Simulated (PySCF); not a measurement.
octafluoropropane (C₃F₈), SMILES FC(C(F)(F)C(F)(F)F)(F)F.

Geometry optimised at PBE-D3(BJ)/def2-SVP.

Calculation: ωB97X/def2-SVP (PySCF).

The molecule is in vacuum.

Computed frontier levels, gap, dipole moment and polarisability:
```yaml
highest_occupied_level: -13.31 eV
lowest_empty_level: 3.63 eV
orbital_gap: 16.94 eV
dipole_moment: 0.09 D
quadrupole, principal values (traceless, Buckingham form, about the centre of nuclear charge): -0.23, -0.18, 0.41 D·Å
mean_static_polarisability: 32.6 bohr³ (4.83 Å³)
polarisability_principal_values: 31.7, 32.7, 33.3 bohr³
```
